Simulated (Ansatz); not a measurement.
```xyz
10

O     1.804   -0.056   -0.849
C     0.703   -0.046   -0.332
Si   -0.205   -1.704    0.100
Si   -0.054    1.687    0.011
F    -1.615    1.633   -0.283
F     0.124    2.007    1.555
H    -0.864   -1.549    1.423
H     0.780   -2.811    0.103
H    -1.248   -1.913   -0.938
H     0.575    2.752   -0.789
```

Charge 0, multiplicity 1.

Q: List the r2SCAN/def2-TZVPP orbital energies in eV (Ansatz 0.2.0). (Estimate.)

A: The calculation gave: Occupied: -1793.15, -1791.39, -666.81, -666.79, -516.73, -275.76, -143.41, -141.91, -98.34, -98.29, -98.22, -96.77, -96.75, -96.75, -32.18, -31.72, -28.30, -16.53, -14.85, -13.54, -12.91, -12.34, -12.22, -11.35, -11.33, -11.00, -10.81, -10.71, -9.78, -9.26, -9.22, -5.80. Lowest empty: -3.41, -0.46, -0.17, 0.21, 1.02, 1.21, 1.37, 2.02.
